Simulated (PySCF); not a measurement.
# Spin-rotation constants: SMILES [AsH3], AsH3

Molfile (atoms numbered from 1):
```
AsH3
     RDKit          3D

  4  3  0  0  0  0  0  0  0  0999 V2000
    0.0077   -0.0009    0.6210 As  0  0  0  0  0  3  0  0  0  0  0  0
   -0.1584    1.2497   -0.2358 H   0  0  0  0  0  0  0  0  0  0  0  0
   -1.0043   -0.7746   -0.2174 H   0  0  0  0  0  0  0  0  0  0  0  0
    1.1717   -0.4953   -0.2314 H   0  0  0  0  0  0  0  0  0  0  0  0
  1  2  1  0
  1  3  1  0
  1  4  1  0
M  END
```

Level of theory: GIAO B3LYP/Sadlej pVTZ magnetisability, rotational g tensor and spin-rotation constants, non-relativistic, gas phase in PySCF. Geometry: PBE0-D3(BJ)/def2-SVP.

The calculation is non-relativistic, which matters for the atoms heavier than Zn.

Q: Give the nuclear spin-rotation constants along the inertial axes (H = +C I·J) beside the isotropic shieldings.

A: Rotational constants 111.7747, 111.7594, 104.1726 GHz.
| atom | isotope | Caa (kHz) | Cbb (kHz) | Ccc (kHz) | mean (kHz) | σ (ppm) |
| --- | --- | --- | --- | --- | --- | --- |
| As1 | 75As | 109.923 | 109.908 | 114.940 | 111.590 | 1897.6 |
| H2 | 1H | -6.940 | -6.939 | -6.605 | -6.828 | 29.2 |
| H3 | 1H | -6.935 | -6.934 | -6.614 | -6.828 | 29.2 |
| H4 | 1H | -6.935 | -6.934 | -6.614 | -6.828 | 29.2 |

Where two moments of inertia are equal or nearly so, the constants along those axes are given as their average.
For the geometry as given, no vibrational averaging.
